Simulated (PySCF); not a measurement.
O2Se, SMILES O=[Se]=O.

The structure is a stationary point at ωB97X-D3(BJ)/def2-TZVP.

Two levels are set side by side: PBE/def2-TZVPD (PySCF) and B3LYP/def2-TZVPD (PySCF). Same geometry, gas phase. Differences are taken from unrounded values.

```csv
quantity,PBE
orbital gap (eV),2.81
highest occupied level (eV),-7.73
lowest empty level (eV),-4.92
dipole moment (D),2.57
mean polarisability (bohr³),32.7
```

Question: These are the PBE values. What does B3LYP give? (An estimate is asked for; the answer gives what the named calculation found.)

Answer: 
| quantity | B3LYP | PBE minus B3LYP |
|---|---|---|
| orbital gap (eV) | 4.65 | -1.84 |
| highest occupied level (eV) | -9.04 | 1.31 |
| lowest empty level (eV) | -4.39 | -0.53 |
| dipole moment (D) | 2.82 | -0.25 |
| mean polarisability (bohr³) | 31.9 | 0.8 |

Without exact exchange PBE keeps part of each electron's self-repulsion, which lifts occupied levels and narrows the gap. Differences between two approximate levels are no errors against the true value.

Rough cost on one machine, each run with all the roots and properties that it gave: B3LYP against PBE within a factor of 2.
